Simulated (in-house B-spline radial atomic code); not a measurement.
A run on an ion of nuclear charge 60 with 60.8 electrons that did not converge. Method: scalar-relativistic (X2C) PBE0, spin-polarised, spherical fractional occupations, Fermi nucleus of rms radius 4.9123 fm; computed with a B-spline radial code for spherical atoms.

Command:
```bash
python run_scf.py task.json out
```
Settings (nuclear radius in fm, mass in u):
```
Z                60
configuration    [Xe] 4f4.8 6s2
hamiltonian      x2c
method           pbe0
spin_polarised   True
nucleus          fermi
rms_radius       4.9123
atomic_mass      141.90773
speed_of_light   137.035999084
```

First and last ten iterations of the last attempt (damped for 15 steps, keeping 80 % of the old Fock matrix, then DIIS):
```
 iter        energy (Eh)    residual
    1       -9609.704244    5.14e-01
    2       -9606.954765    6.77e-01
    3       -9615.046008    4.30e-01
    4       -9619.199202    2.60e-01
    5       -9621.206988    1.55e-01
    6       -9622.115016    9.49e-02
    7       -9622.497932    5.64e-02
    8       -9622.650640    3.33e-02
    9       -9615.946058    2.17e-01
   10       -9621.788268    1.17e-01
  111       -9622.558087    5.69e-02
  112       -9618.395075    1.19e-01
  113       -9618.454901    1.17e-01
  114       -9622.394504    1.09e-01
  115       -9622.494254    4.94e-02
  116       -9622.541684    6.38e-02
  117       -9622.550362    4.41e-02
  118       -9622.718865    1.75e-02
  119       -9615.294938    2.33e-01
  120       -9615.515151    2.27e-01
 not converged after 120 iterations
```

The smallest residual met was 1.8e-02; the threshold is about 6e-07. No energy from this run should be used. The likely cause: this method binds the added charge weakly or not at all at the basis-set limit, so charge moves back and forth between the atom and the box. Cost of the run: 3.9 s on 1 thread of Arm Neoverse V2 (shared host).
